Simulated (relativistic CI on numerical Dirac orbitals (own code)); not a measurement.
# Cr²⁺: M2,3 absorption edge

Computed with this model: Dirac-Coulomb-Breit CI, orbitals from a KLI potential per configuration, model QED (radiative potential, 1s self-energy scaled to tabulated hydrogen-like ionisation energies), valence Slater integrals scaled by 0.7, multiplet model of core-to-valence dipole absorption; configurations [Ar] 3d4 → [Ne] 3s2 3p5 3d5; 300 K; Lorentzian 0.48 eV and Gaussian 0.3 eV FWHM. Energies are those of the free ion, without screening or charge transfer. The branching ratio is the share of the lower-energy edge in the whole absorption, uncertain by about 0.02 where the edges overlap. S is read from ⟨S²⟩ = S(S + 1).

Field parameters in Wybourne normalisation: D3d B²₀ = −7Dσ, B⁴₀ = −14Dq − 21Dτ, B⁴₃ = −14√(10/7) Dq. The field is a parameter set, without covalency.

free ion: ground-state S = 2.00, centroid 50.74 eV. Peaks (eV, height): 44.0 (7), 46.9 (8), 48.5 (100), 49.4 (81), 55.0 (81).

D3d, 10Dq = 18100, Dσ = -1200, Dτ = -200 cm⁻¹: ground-state S = 1.02, centroid 52.97 eV. Peaks (eV, height): 43.9 (13), 44.9 (15), 46.4 (23), 49.3 (71), 51.4 (79), 53.4 (100), 54.7 (96), 58.3 (59), 58.9 (44), 59.4 (41).

D3d, 10Dq = 18100, Dσ = -510, Dτ = -200 cm⁻¹: ground-state S = 1.03, centroid 52.92 eV. Peaks (eV, height): 43.9 (12), 44.9 (16), 46.3 (21), 46.9 (19), 49.2 (67), 51.3 (74), 53.3 (94), 54.7 (100), 57.1 (22), 58.1 (52), 59.0 (41), 59.3 (40).

D3d, 10Dq = 18100, Dσ = 170, Dτ = -200 cm⁻¹: ground-state S = 1.06, centroid 52.85 eV. Peaks (eV, height): 43.9 (12), 44.9 (17), 46.2 (19), 46.9 (19), 49.1 (67), 51.3 (70), 53.2 (89), 54.6 (100), 56.9 (23), 58.1 (46), 59.0 (41).

D3d, 10Dq = 18100, Dσ = 860, Dτ = -200 cm⁻¹: ground-state S = 1.05, centroid 52.86 eV. Peaks (eV, height): 43.9 (11), 44.8 (14), 46.3 (19), 46.8 (18), 47.6 (18), 49.1 (64), 51.2 (66), 53.2 (78), 54.6 (100), 56.9 (23), 58.2 (47), 59.4 (42).

D3d, 10Dq = 18100, Dσ = 1200, Dτ = -200 cm⁻¹: ground-state S = 1.02, centroid 52.98 eV. Peaks (eV, height): 44.6 (12), 46.4 (19), 49.2 (58), 51.2 (63), 53.3 (76), 54.6 (100), 57.3 (20), 58.3 (54), 59.4 (41).

Strongest unbroadened transitions for D3d, 10Dq = 18100, Dσ = -510, Dτ = -200 cm⁻¹:

| Energy (eV) | Relative strength |
| --- | --- |
| 49.13 | 32.1 |
| 51.23 | 30.3 |
| 51.31 | 44.7 |
| 51.32 | 44.9 |
| 51.33 | 67.0 |
| 53.08 | 40.9 |
| 53.14 | 40.2 |
| 53.16 | 30.4 |
| 53.36 | 30.5 |
| 53.45 | 43.6 |
| 54.31 | 42.2 |
| 54.62 | 100.0 |
| 54.64 | 83.7 |
| 54.86 | 31.5 |
| 58.11 | 40.2 |
| 58.17 | 95.6 |
| 58.99 | 40.4 |
| 59.45 | 41.5 |
